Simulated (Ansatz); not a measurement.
Consider the redistribution: `[OH][Ga]([F])[Cl]` + `B[Si](F)(F)[SiH3]` → `[BH2][Ga]([OH])[F]` + `F[Si](F)([SiH3])Cl`.

Gas-phase electronic energies from Ansatz, PBE0-D4/def2-TZVP geometries. CBS: MP2 limit from def2 TZ/QZ plus the TZ coupled-cluster correction, frozen cores. Functionals use def2-TZVPP. B3LYP here is the variant with VWN-RPA as its local correlation; programs differ in this. For Ga outer-core shells are correlated without core-valence functions, which leaves a few kJ/mol of doubt a bond. Scalar relativity is left out up to krypton. One conformer a species, not always the lowest.

| level | ΔE (kJ/mol) |
| --- | --- |
| B3LYP-D4 | -36.2 |
| B2PLYP | -34.2 |
| r2SCAN0 | -33.2 |
| CCSD/def2-SVP | -13.7 |

(1) What does CCSD(T)/CBS give? (Estimate.)

Largest T1 diagnostic among the species: 0.014.

## Answers

(1) Ansatz gave: -38.9 kJ/mol. The listed levels differ from it by 2.7, 4.7, 5.7, 25.2 kJ/mol.

From BLYP to BHLYP (50 % exact exchange), in def2-TZVPP and without D4, ΔE moves by +4.2 kJ/mol. In def2-TZVPP, CCSD(T) changes the Hartree–Fock value by −10.1 kJ/mol (the triples alone add −0.7 kJ/mol) and MP2 by −14.9 kJ/mol.
